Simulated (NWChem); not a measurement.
System: CH4F2OSn; SMILES [CH3][Sn]([OH])([F])[F]

Input file for NWChem:

```
start job
memory heap 200 mb stack 900 mb global 1100 mb
geometry units angstroms
  C      0.017526    -2.124188    -0.077505
  Sn     0.009584    -0.013421     0.022221
  O      0.020586     0.869657    -1.726293
  F     -1.500147     0.689984     1.000644
  F      1.498506     0.698475     1.026036
  H      0.918092    -2.493566     0.429603
  H     -0.883273    -2.499866     0.424546
  H      0.021494    -2.425421    -1.132925
  H      0.006678     1.832133    -1.653658
end
basis spherical
  * library 3-21g
end
dft
  xc hfexch
  iterations 150
end
driver
  maxiter 120
end
task dft optimize
```

Output (shortened):

```
             Northwest Computational Chemistry Package (NWChem) 7.3.0
             --------------------------------------------------------

 C1  symmetry detected

                             Geometry "geometry" -> ""
                             -------------------------

 Output coordinates in angstroms (scale by  1.889725989 to convert to a.u.)

  No.       Tag          Charge          X              Y              Z
 ---- ---------------- ---------- -------------- -------------- --------------
    1 C                    6.0000     0.12849048     2.12860145    -0.00889120
    2 Sn                  50.0000    -0.01211488     0.02016804     0.00029395
    3 O                    8.0000    -1.84934800    -0.65846816     0.03602045
    4 F                    9.0000     0.86389977    -0.80099120    -1.51287282
    5 F                    9.0000     0.92030634    -0.79009752     1.48534937
    6 H                    1.0000     0.68387373     2.44464549     0.88345590
    7 H                    1.0000     0.66025515     2.43813457    -0.91776060
    8 H                    1.0000    -0.88581111     2.54779470     0.00284521
    9 H                    1.0000    -1.88658764    -1.62304166     0.02965661

 Effective nuclear repulsion energy (a.u.)     561.9365063821

                                Z-matrix (autoz)
                                --------

 Units are Angstrom for bonds and degrees for angles

      Type          Name      I     J     K     L     M      Value
      ----------- --------  ----- ----- ----- ----- ----- ----------
    1 Stretch                  1     2                       2.11314
    2 Stretch                  1     6                       1.09755
    3 Stretch                  1     7                       1.09756
    4 Stretch                  1     8                       1.09757
    5 Stretch                  2     3                       1.95889
    6 Stretch                  2     4                       1.93168
    7 Stretch                  2     5                       1.93166
    8 Stretch                  3     9                       0.96531
    9 Bend                     1     2     3               114.08891
   10 Bend                     1     2     4               112.99030
   11 Bend                     1     2     5               112.93923
   12 Bend                     2     1     6               108.50872
   13 Bend                     2     1     7               108.49550
   14 Bend                     2     1     8               108.63512
   15 Bend                     2     3     9               112.47222
   16 Bend                     3     2     4               106.99869
   17 Bend                     3     2     5               107.06070
   18 Bend                     4     2     5               101.83008
   19 Bend                     6     1     7               110.29701
   20 Bend                     6     1     8               110.42358
   21 Bend                     7     1     8               110.41907
   22 Torsion                  1     2     3     9         179.35324
   23 Torsion                  3     2     1     6         119.77938
   24 Torsion                  3     2     1     7        -120.37181
   25 Torsion                  3     2     1     8          -0.30280
   26 Torsion                  4     2     1     6        -117.70307
   27 Torsion                  4     2     1     7           2.14574
   28 Torsion                  4     2     1     8         122.21476
   29 Torsion                  4     2     3     9          53.61684
   30 Torsion                  5     2     1     6          -2.78097
   31 Torsion                  5     2     1     7         117.06784
   32 Torsion                  5     2     1     8        -122.86314
   33 Torsion                  5     2     3     9         -54.92890

  xc_inp: hfexch multiplicative factor not found.

                           NWChem Geometry Optimization
                           ----------------------------

 maximum gradient threshold         (gmax) =   0.000450
 rms gradient threshold             (grms) =   0.000300
 maximum cartesian step threshold   (xmax) =   0.001800
 rms cartesian step threshold       (xrms) =   0.001200
 fixed trust radius                (trust) =   0.300000
 source of zmatrix                         =   autoz

          -------------------
          Energy Minimization
          -------------------

 Using diagonal initial Hessian
 Scaling for Hessian diagonals: bonds = 1.00  angles = 0.25  torsions = 0.10

          --------
          Step   0

                                 NWChem DFT Module
                                 -----------------

[...]

      ----------------------
      Optimization converged
      ----------------------

  Step       Energy      Delta E   Gmax     Grms     Xrms     Xmax
  ---- ---------------- -------- -------- -------- -------- --------
@    6   -6308.63697978 -2.4D-07  0.00009  0.00002  0.00038  0.00131
                                     ok       ok       ok       ok

                                Z-matrix (autoz)
                                --------

 Units are Angstrom for bonds and degrees for angles

      Type          Name      I     J     K     L     M      Value     Gradient
      ----------- --------  ----- ----- ----- ----- ----- ---------- ----------
    1 Stretch                  1     2                       2.11963   -0.00009
    2 Stretch                  1     6                       1.08348    0.00001
    3 Stretch                  1     7                       1.08348    0.00001
    4 Stretch                  1     8                       1.08335    0.00001
    5 Stretch                  2     3                       1.89603    0.00005
    6 Stretch                  2     4                       1.88103    0.00000
    7 Stretch                  2     5                       1.88099    0.00000
    8 Stretch                  3     9                       0.95838    0.00001
    9 Bend                     1     2     3               114.16682    0.00005
   10 Bend                     1     2     4               114.01228   -0.00001
   11 Bend                     1     2     5               114.00258   -0.00001
   12 Bend                     2     1     6               110.58738   -0.00000
   13 Bend                     2     1     7               110.57920   -0.00001
   14 Bend                     2     1     8               109.85942    0.00001
   15 Bend                     2     3     9               131.48321   -0.00002
   16 Bend                     3     2     4               106.17299   -0.00002
   17 Bend                     3     2     5               106.20108   -0.00002
   18 Bend                     4     2     5               101.09400    0.00001
   19 Bend                     6     1     7               108.49546    0.00000
   20 Bend                     6     1     8               108.63074   -0.00000
   21 Bend                     7     1     8               108.63318   -0.00000
   22 Torsion                  1     2     3     9         179.43681   -0.00001
   23 Torsion                  3     2     1     6         119.59378    0.00000
   24 Torsion                  3     2     1     7        -120.20747   -0.00000
   25 Torsion                  3     2     1     8          -0.30791    0.00000
   26 Torsion                  4     2     1     6        -118.12208    0.00001
   27 Torsion                  4     2     1     7           2.07668    0.00000
   28 Torsion                  4     2     1     8         121.97623    0.00000
   29 Torsion                  4     2     3     9          52.95710   -0.00001
   30 Torsion                  5     2     1     6          -2.72077   -0.00000
   31 Torsion                  5     2     1     7         117.47798   -0.00001
   32 Torsion                  5     2     1     8        -122.62246   -0.00000
   33 Torsion                  5     2     3     9         -54.07434    0.00000

                         Geometry "geometry" -> "geometry"
                         ---------------------------------

 Output coordinates in angstroms (scale by  1.889725989 to convert to a.u.)

  No.       Tag          Charge          X              Y              Z
 ---- ---------------- ---------- -------------- -------------- --------------
    1 C                    6.0000     0.12623510     2.11935910    -0.00890598
    2 Sn                  50.0000     0.03196991     0.00184451    -0.00076419
    3 O                    8.0000    -1.73041888    -0.69656968     0.03300058
    4 F                    9.0000     0.88854401    -0.80813838    -1.46653205
    5 F                    9.0000     0.94151392    -0.79902135     1.43779584
    6 H                    1.0000     0.65933414     2.48034748     0.86254045
    7 H                    1.0000     0.63720054     2.47442839    -0.89591037
    8 H                    1.0000    -0.87523477     2.53238192     0.00233719
    9 H                    1.0000    -2.05618012    -1.59788628     0.03453540

 Effective nuclear repulsion energy (a.u.)     572.6729853634

                Final and change from initial internal coordinates
                --------------------------------------------------

                                Z-matrix (autoz)
                                --------

 Units are Angstrom for bonds and degrees for angles

[...]
```

Level: Hartree-Fock/3-21G, non-relativistic.
